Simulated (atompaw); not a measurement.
**Building the PAW (atompaw) potential for tellurium (Te) (PBE, scalar-relativistic).**

atompaw 4.2.0.5 was run on this input:

```
Te 52
GGA-PBE scalarrelativistic loggrid 1500 logderivrange -5 5 251
5 5 4 0 0 0
5 1 4
0 0 0
c
c
c
c
v
c
c
c
v
c
v
2
1.70 1.35 1.45 1.20
y
0.7
n
y
-0.1
n
y
0.7
n
custom rrkj vanderbiltortho sinc
3 1 troulliermartins
1.70
1.70
1.70
1.70
1.70
1.20
PWSCFOUT
UPFDX 0.0125d0 UPFXMIN -7.d0 UPFZMESH 52.d0
END
```

Command:

```bash
atompaw < Te.input > Te.log
```

Resulting log (summary file):

```
Completed calculations for Te (AE)

 Exchange-correlation type: GGA, Perdew-Burke-Ernzerhof

 Radial integration grid is logarithmic
 r0 =   1.6774151E-04 h =   8.7225585E-03   n =      1500 rmax =   8.0000000E+01

 Scalar relativistic calculation

 AEatom converged in  34 iterations
   nz     =  52.00
   delta  =       2.781728838986E-15

 All Electron Orbital energies:
  n  l      occupancy      energy
  1  0      2.0000000E+00 -2.3247109E+03
  2  0      2.0000000E+00 -3.5649339E+02
  3  0      2.0000000E+00 -7.0943618E+01
  4  0      2.0000000E+00 -1.2082281E+01
  5  0      2.0000000E+00 -1.1104622E+00
  2  1      6.0000000E+00 -3.2001236E+02
  3  1      6.0000000E+00 -5.9086363E+01
  4  1      6.0000000E+00 -8.4089131E+00
  5  1      4.0000000E+00 -4.3755969E-01
  3  2      1.0000000E+01 -4.1163048E+01
  4  2      1.0000000E+01 -3.0614359E+00

 Total energy
   Total                    :   -13588.96329560059894

 ---
 Completed calculations for Te (SC)

 Exchange-correlation type: GGA, Perdew-Burke-Ernzerhof

 Radial integration grid is logarithmic
 r0 =   1.6774151E-04 h =   8.7225585E-03   n =      1500 rmax =   8.0000000E+01

 Scalar relativistic calculation

 SCatom converged in   4 iterations
   nz     =  52.00
   delta  =       1.618108183767E-16

 Valence Electron Orbital energies:
  n  l      occupancy      energy
   5  0      2.0000000E+00 -1.1104622E+00
   5  1      4.0000000E+00 -4.3755969E-01
   4  2      1.0000000E+01 -3.0614359E+00

 Total energy
   Total                    :   -13588.96329556956880
   Valence                  :     -511.97401109891973

 PAW parameters:
       lmax =            2
         rc =    1.7079302234444003
        irc =         1059
   rc_shape =    1.3613416489803940
    rc_vloc =    1.4597416861680121
    rc_core =    1.2048305050718622
   Vloc: Norm-conserving Troullier-Martins with l= 3;e=   1.0000E+00
   Projector type: RRKJ pseudization + Vanderbilt ortho.
   Sinc^2 compensation charge shape zeroed at   1.3613E+00

 Number of basis functions     6
 No.   n  nodes  l      Energy         Cp coeff         Occ
  1    5    4    0   -0.1110462E+01  0.9983633E+02  0.2000000E+01
  2  999    5    0    0.7000000E+00  0.2766484E+02  0.0000000E+00
  3    5    3    1   -0.4375597E+00  0.2825796E+04  0.4000000E+01
  4  999    4    1   -0.1000000E+00  0.9192167E+03  0.0000000E+00
  5    4    1    2   -0.3061436E+01 -0.1077668E+01  0.1000000E+02
  6  999    2    2    0.7000000E+00  0.7152260E-01  0.0000000E+00

 Eigenvalues of overlap operator (in the basis of projectors):
    1        5.84161981E-01
    2        2.93270579E+00
    3        3.54231097E+00
    4        2.48480642E+01
    5        9.42246293E+02
    6        2.86431104E+05

 Orbital leakage outside PAW augmentation regions
   orb  is_core?  %out_of_sphere
   1 0    T           0.00
   2 0    T           0.00
   3 0    T           0.00
   4 0    T           0.28
   5 0    F          68.38
   2 1    T           0.00
   3 1    T           0.00
   4 1    T           0.80
   5 1    F          85.21
   3 2    T           0.00
   4 2    F           4.98

 Summary of PAW energies
   Total valence energy     :   -511.97405767199325
   Smooth energy            :     85.70407293591985
   One center               :   -597.67813060791309
   Smooth kinetic           :     42.07093049046544
   Vloc energy              :    -10.16349530429888
   Smooth exch-corr         :    -21.64023625442453
   One-center xc            :   -329.39163959374935
```

Note: ghost states, extra bound levels that the all-electron valence spectrum of the same l lacks: s at -388.3 eV, p at -122.4 eV. A true bound ghost makes a file unfit for plane-wave use.

The run took about 3.2 s on one core of a shared server CPU.
